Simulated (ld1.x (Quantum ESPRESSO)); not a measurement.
What the settings do to the TM semilocal potential of I

Base potential:

I, norm-conserving Troullier–Martins (semilocal form), made with ld1.x (Quantum ESPRESSO) 7.5 (LDA (PZ), scalar-relativistic). Core [Kr], reference 4d10 5s2 5p5. Waves: 5s (bound): rc 1.30 bohr; 5p (bound): rc 1.90 bohr; 4d (bound): rc 0.90 bohr. Local part: the d channel. Core correction: a·sin(br)/r model core, default radius (core density twice the valence density).

All-electron outer shells of the reference configuration (LDA (PZ), scalar-relativistic, ld1.x):

```json
{"shell": "4s", "level (eV)": "-180.16", "outermost node (bohr)": "0.37", "outermost maximum (bohr)": "0.68"}
{"shell": "4p", "level (eV)": "-127.33", "outermost node (bohr)": "0.37", "outermost maximum (bohr)": "0.72"}
{"shell": "4d", "level (eV)": "-50.33", "outermost node (bohr)": "0.35", "outermost maximum (bohr)": "0.78"}
{"shell": "5s", "level (eV)": "-17.65", "outermost node (bohr)": "0.88", "outermost maximum (bohr)": "1.70"}
{"shell": "5p", "level (eV)": "-7.25", "outermost node (bohr)": "0.96", "outermost maximum (bohr)": "2.02"}
```

Cutoffs, loose and tight: the cutoffs (Ry, on a coarse ladder) from which the occupation-weighted sum of valence levels, in a spherical-Bessel basis at the reference potential, stays within 10 and 1 mRy of its value at 400 Ry. They do not see the model core or the augmentation charge, which bear on the density cutoff. Test errors are all-electron minus pseudo excitation energies from the reference, over the configurations 4d10 5s2 5p4; 4d10 5s2 5p3; 4d10 5s2 5p2; 4d10 5s1 5p6; 4d10 5s2 5p5.3; 4d10 5s2 5p4.5; 4d9 5s2 5p5 (two spin-polarised tests are not counted in the largest error). A dash means not determined; rows that change the core or the reference have their own tests. The largest error is taken over the tests solved by every variant that gives reliable tests at all: 4d10 5s1 5p6; 4d10 5s2 5p2; 4d10 5s2 5p3; 4d10 5s2 5p4; 4d10 5s2 5p4.5; 4d10 5s2 5p5.3.

A true bound ghost makes a file unfit for plane-wave use even where its test errors are small: the radial tests pick states by their node count and pass the ghost by. Where a test does run into it, the solver fails or the error is huge.

A semilocal file is local in each channel, so a ghost entry of none says nothing of the separable form that plane-wave codes build from it.

```tsv
change	outcome	cutoff, loose	cutoff, tight	bound ghosts	largest test error (meV)
base	generated	140 Ry	230 Ry	none	+29
all radii but the core radius scaled by about 0.89 (s 1.16, p 1.70, d 0.80 bohr)	generated	230 Ry	over 300 Ry	s	+39
all radii but the core radius scaled by about 1.07 (s 1.40, p 2.04, d 0.96 bohr)	generated	140 Ry	230 Ry	none	+22
all radii but the core radius scaled by about 1.24 (s 1.62, p 2.36, d 1.12 bohr)	generated	120 Ry	200 Ry	none	+16
all radii but the core radius scaled by about 1.29 (s 1.68, p 2.44, d 1.16 bohr)	generated	120 Ry	200 Ry	none	+15
all radii but the core radius scaled by about 1.38 (s 1.80, p 2.62, d 1.24 bohr)	generated	120 Ry	180 Ry	none	+10
```

(1) What comes out with this change to the base: all radii but the core radius scaled by about 1.16 (s 1.50, p 2.20, d 1.04 bohr)?

(2) What comes out with this change to the base: all radii but the core radius scaled by about 0.77 (s 1.00, p 1.46, d 0.70 bohr)?

(3) What comes out with this change to the base: all radii but the core radius scaled by about 0.84 (s 1.10, p 1.60, d 0.76 bohr)?

## Answers

(1) outcome: generated; cutoff, loose: 140 Ry; cutoff, tight: 200 Ry; bound ghosts: none; largest test error (meV): +19.

(2) outcome: failed: run_pseudo: Errors in PS-KS equation. Cause: the pseudo-atom solver did not find the valence states with the expected number of nodes, which is the usual sign of a ghost state.

(3) outcome: generated; cutoff, loose: 300 Ry; cutoff, tight: over 300 Ry; bound ghosts: s; largest test error (meV): no test is counted, since the test run did not reproduce the reference configuration.

Reading the sweep of the scale of all radii but the core radius (base = 1) (base included, trends over the rows without a ghost): The loose cutoff stays near 120 Ry. The median size of the test errors (rows with all tests solved) is not monotonic: lowest 0.7 meV at 1.24, highest 7.3 meV at 1. Bound ghosts are found at 0.84, 0.89. The generation fails at 0.77.
